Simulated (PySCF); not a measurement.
An equivalent PySCF input for As⁺ (arsenic, charge +1), [Ar] 3d10 4s2 4p2, high-spin 3P determinant, with scalar relativity through the core potential:

```python
from pyscf import gto, scf, dft, mp, cc
import basis_set_exchange as bse
txt = bse.get_basis("cc-pVTZ-PP", elements=["As"], fmt="nwchem", header=False)
cut = txt.index("\nECP")
mol = gto.M(atom="As 0 0 0", charge=1, spin=2, symmetry="D2h",
            basis=gto.basis.parse(txt[:cut]),
            ecp={"As": gto.basis.parse_ecp(txt[cut:])})
mf = dft.UKS(mol, xc="B3LYP")
mf.irrep_nelec = {'Ag': (4, 4), 'B1g': (1, 1), 'B2g': (1, 1), 'B3g': (1, 1), 'B1u': (2, 1), 'B2u': (2, 1), 'B3u': (1, 1)}
mf.kernel()
```

It reaches the same state as the run whose output follows, with an energy that differs only through the grid. The run itself started from symmetry-adapted Hartree-Fock orbitals and held the occupation by maximum overlap, on a logarithmic radial grid, so the iterations belong to that start.

```
SCF conv_tol = 1e-09
number electrons alpha = 12  beta = 10
XC functionals = B3LYP
    P. J. Stephens, F. J. Devlin, C. F. Chabalowski, and M. J. Frisch.,  J. Phys. Chem. 98, 11623 (1994)
cycle= 1 E= -332.108626431854  delta_E= -0.0069  |g|= 0.0726  |ddm|= 0.376
cycle= 2 E= -332.109118478248  delta_E= -0.000492  |g|= 0.0485  |ddm|= 0.112
cycle= 3 E= -332.109564811079  delta_E= -0.000446  |g|= 0.00142  |ddm|= 0.0473
cycle= 4 E= -332.10956551848  delta_E= -7.07e-07  |g|= 0.000129  |ddm|= 0.00316
cycle= 5 E= -332.109565528447  delta_E= -9.97e-09  |g|= 3.68e-06  |ddm|= 0.00026
cycle= 6 E= -332.109565528457  delta_E= -9.32e-12  |g|= 1.36e-07  |ddm|= 2.24e-05
converged SCF energy = -332.109565528457  <S^2> = 2.0019804  2S+1 = 3.00132
```

Energies and moments cover only the electrons outside the core potential.
